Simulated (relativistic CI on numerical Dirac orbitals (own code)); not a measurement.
**Ligand-field terms of d3**

Computed with a parametric ligand-field model of a d^n configuration (Racah B and C, spin-orbit zeta, crystal field), exact diagonalisation.

Field parameters in Wybourne normalisation: Oh B⁴₀ = 21Dq, B⁴₄ = √(5/14) B⁴₀. The field is a parameter set, without covalency.

(1) Lowest levels for B = 770, C = 3320, ζ = 410 cm⁻¹, Oh, 10Dq = 17650 cm⁻¹?

(2) Lowest levels for B = 610, C = 2920, ζ = 650 cm⁻¹, Oh, 10Dq = 22550 cm⁻¹?

(3) Lowest levels for B = 330, C = 1350, ζ = 3250 cm⁻¹, Oh, 10Dq = 31950 cm⁻¹?

(4) Lowest levels for B = 400, C = 1750, ζ = 110 cm⁻¹, Oh, 10Dq = 37150 cm⁻¹?

(5) Lowest levels for B = 580, C = 2410, ζ = 2200 cm⁻¹, Oh, 10Dq = 30100 cm⁻¹?

Results:

(1) Γ8 0 (S 1.50), Γ8 15478 (S 0.57), Γ8 16196 (S 0.53), Γ6 16311 (S 0.56), Γ7 17493 (S 1.50), Γ8 17602 (S 1.49), Γ6 17831 (S 1.47), Γ8 17867 (S 1.46), Γ8 23267 (S 0.54) cm⁻¹, with S from ⟨S²⟩ = S(S + 1). The ground level has 0.00 electrons in the cubic e pair.

(2) Γ8 0 (S 1.50), Γ8 13387 (S 0.51), Γ8 13827 (S 0.51), Γ6 14006 (S 0.51), Γ8 20813 (S 0.59), Γ7 21065 (S 0.57), Γ7 22376 (S 1.47), Γ8 22580 (S 1.46), Γ8 22763 (S 1.49) cm⁻¹, with S from ⟨S²⟩ = S(S + 1). The ground level has 0.00 electrons in the cubic e pair.

(3) Γ8 0 (S 1.38), Γ8 6227 (S 0.67), Γ8 7886 (S 0.52), Γ6 8359 (S 0.52), Γ7 12882 (S 0.54), Γ8 15424 (S 0.60), Γ7 31998 (S 1.46), Γ8 32439 (S 1.43), Γ8 32927 (S 1.41) cm⁻¹, with S from ⟨S²⟩ = S(S + 1). The ground level has 0.04 electrons in the cubic e pair; its S is far from a half-integer, so spin-orbit coupling mixes spin states.

(4) Γ8 0 (S 1.50), Γ8 8558 (S 0.50), Γ8 8751 (S 0.50), Γ6 8762 (S 0.50), Γ8 13977 (S 0.50), Γ7 14002 (S 0.50), Γ7 37105 (S 1.50), Γ8 37132 (S 1.50), Γ8 37177 (S 1.50) cm⁻¹, with S from ⟨S²⟩ = S(S + 1). The ground level has 0.00 electrons in the cubic e pair.

(5) Γ8 0 (S 1.48), Γ8 11351 (S 0.54), Γ8 11972 (S 0.51), Γ6 12641 (S 0.51), Γ7 19672 (S 0.54), Γ8 20054 (S 0.56), Γ7 29694 (S 1.48), Γ8 30229 (S 1.47), Γ8 30803 (S 1.47) cm⁻¹, with S from ⟨S²⟩ = S(S + 1). The ground level has 0.01 electrons in the cubic e pair.
